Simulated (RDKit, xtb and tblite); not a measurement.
Internal rotation in SMILES c1ccc(Sc2cccs2)nc1. Scanned: dihedral N11–C4–S5–C6 and dihedral C4–S5–C6–S10; all other coordinates were relaxed at GFN2-xTB. Points at φ and −φ are mirror images. Heavy atoms are numbered in the order of the SMILES c1ccc(Sc2cccs2)nc1, hydrogens after them in the order of the atoms that carry them; the mirror image has the same energies with the sign of each dihedral reversed.

GFN2-xTB (xtb and tblite); MMFF94 // GFN2-xTB (RDKit); UFF // GFN2-xTB (RDKit).

Energies in kcal/mol at chosen points (x: dihedral N11–C4–S5–C6 (°); y: dihedral C4–S5–C6–S10 (°)), relative to x = -90, y = 90:

```csv
method,"(30, 60)","(-120, -120)","(30, -90)","(-30, 120)","(0, 30)","(-30, -60)","(30, -30)"
GFN2-xTB,-4.8,-1.6,-4.2,-4.3,-6.0,-4.8,-5.6
MMFF94,0.0,-1.3,0.3,-0.4,11.1,0.0,13.7
UFF,12.1,4.9,8.6,11.1,29.6,12.1,30.4
```
